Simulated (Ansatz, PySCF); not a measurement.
H$_{5}$ClSi$_{2}$ (SMILES [SiH3][SiH2]Cl), singlet, at a GFN2-xTB geometry, atoms displaced at random by about 0.03 Å a coordinate. Base run: R2SCAN/6-31G, gradient in PySCF.

Input for PySCF:
```python
from pyscf import gto, scf, dft

mol = gto.Mole()
mol.atom = '''
    Si    1.76712895   -0.15027555    0.30898382
    Si   -0.43388487   -0.57987130    0.40952330
    Cl   -1.46692123    0.73532526   -0.75301049
    H     2.52010559   -1.14342051    1.16784050
    H     2.41293003   -0.25419123   -1.04758719
    H     2.12565639    1.23694184    0.82932263
    H    -1.07561841   -0.35801546    1.72108900
    H    -0.83542527   -1.90013264   -0.14842819
'''
mol.basis = '6-31g'
mol.verbose = 4
mol.build()

mf = dft.RKS(mol)
mf.xc = 'r2scan'
mf.kernel()
g = mf.nuc_grad_method()
grad = g.kernel()
```

Programs used: Ansatz (a quantum-chemistry and plane-wave program), PySCF; a row that names a program was run with it.

The coordinate followed is z of atom 7.

The base run was repeated with changes; each row names its change, and settings that it needs were set with it.

```tsv
change	dE/dx (Eh/bohr)	net force (Eh/bohr)
base	-0.011770	0.000699
finite difference step (bohr) = 0.05; conv_tol = 1e-11	-0.011895	-
conv_tol = 1e-4	-0.011729	0.000713
finite difference step (bohr) = 1e-3; conv_tol = 1e-11	-0.011776	-
code = ansatz	-0.011753	0.000000
finite difference step (bohr) = 0.01; conv_tol = 1e-11	-0.011780	-
density fitting = on; auxbasis_response = off	-0.011792	0.000447
finite difference step (bohr) = 1e-4; conv_tol = 1e-11	-0.011776	-
grids.level = 0; grid_response = off	-0.012058	0.014100
density fitting = on	-0.011770	0.000699
grids.level = 5; grid_response = on	-0.011752	0.000000
grids.level = 5; grid_response = off	-0.011752	0.000161
```

The net force is zero for an exact gradient.
